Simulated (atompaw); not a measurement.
**LDA (PW92) PAW (atompaw) dataset for phosphorus, scalar-relativistic all-electron reference.**

The input file (atompaw 4.2.0.5):

```
P 15
LDA-PW scalarrelativistic loggrid 1500 logderivrange -3 5 201
3 3 0 0 0 0
3 0 1.75
3 1 3.25
0 0 0
c
c
v
c
v
2
1.80 1.50 1.55 1.50
y
-0.7
n
y
-0.1
n
y
0.5
n
bloechl sinc
3 -0.5 troulliermartins
PWSCFOUT
UPFDX 0.0125d0 UPFXMIN -7.d0 UPFZMESH 15.d0
END
```

Command:

```bash
atompaw < P.input > P.log
```

The program printed (summary file):

```
[... start of the log left out ...]
 Total energy
   Total                    :     -681.42200372222987
   Valence                  :      -52.67029174143894

 PAW parameters:
       lmax =            2
         rc =    1.8135920031393558
        irc =         1024
   rc_shape =    1.5102767012112630
    rc_vloc =    1.5591216668406103
    rc_core =    1.5102767012112630
   Vloc: Norm-conserving Troullier-Martins with l= 3;e=  -5.0000E-01
   Projector type: Bloechl + Gram-Schmidt ortho.
   Sinc^2 compensation charge shape zeroed at   1.5103E+00

 Number of basis functions     5
 No.   n  nodes  l      Energy         Cp coeff         Occ
  1    3    2    0   -0.1043664E+01 -0.1320179E+02  0.1750000E+01
  2  999    3    0   -0.7000000E+00  0.7174439E+01  0.0000000E+00
  3    3    1    1   -0.4218935E+00 -0.8782391E+01  0.3250000E+01
  4  999    2    1   -0.1000000E+00  0.2073727E+02  0.0000000E+00
  5  999    0    2    0.5000000E+00  0.1073636E+01  0.0000000E+00

 Eigenvalues of overlap operator (in the basis of projectors):
    1       -4.99639310E-02
    2       -1.72866918E-02
    3        1.76383770E+00
    4        3.87166344E+00
    5        4.68937237E+00

The overlap operator has at least one negative eigenvalue!
It might be not positive definite...
Program is stopping.
This probably means that your projectors are too similar
or that your PAW basis is incomplete.
Advice: try to change your input parameters (f.i. : reference energies).
```

The run stopped because the overlap operator built from these waves and projectors is not positive definite.

The run took about 1.7 s on one core of a shared server CPU.
